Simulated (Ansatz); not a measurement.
Wavefunction ladder for C2H7FSi2 (`FC[SiH]1C[SiH2]1`)

Cartesian coordinates in Å:
```
F -0.1488 0.5497 2.6146
C -0.7489 0.6292 1.3619
Si 0.5680 0.4643 0.0195
C 0.8628 -1.1762 -0.7195
Si -0.2336 -0.4464 -2.1718
H -1.2784 1.5844 1.2954
H -1.4837 -0.1763 1.2709
H 1.7103 1.3859 0.2203
H 1.8859 -1.3999 -1.0119
H 0.4044 -2.0064 -0.1866
H -1.5174 -0.5208 -1.3395
H -0.0206 1.1126 -1.3534
```

Charge 0, multiplicity 1. All single points use the PBE0-D4/def2-TZVP geometry. It is one conformer, not always the lowest. Frozen core, restricted reference, Ansatz 0.2.0. CBS rows extrapolate triple and quadruple zeta; past MP2 they add the triple-zeta difference.

| basis | HF (Eh) | MP2 corr. | CCSD corr. | (T) | CCSD(T) total |
| --- | --- | --- | --- | --- | --- |
| def2-SVP | ? | -0.65901 | -0.72151 | -0.02068 | ? |
| def2-TZVPP | -757.13554 | ? | ? | -0.03511 | ? |
| def2-QZVPP | -757.16112 | -0.90154 | – | – | – |
| CBS(def2) | -757.16464 | ? | -1.00237 | as TZ | ? |

**Question.** Fill in the withheld values. (An estimate is asked.)

**Answer.** The calculation gave: def2-SVP HF (Eh): -756.71361; def2-SVP CCSD(T) total: -757.45580; def2-TZVPP MP2 corr.: -0.83784; def2-TZVPP CCSD corr.: -0.89148; def2-TZVPP CCSD(T) total: -758.06213; CBS(def2) MP2 corr.: -0.94872; CBS(def2) CCSD(T) total: -758.20212.
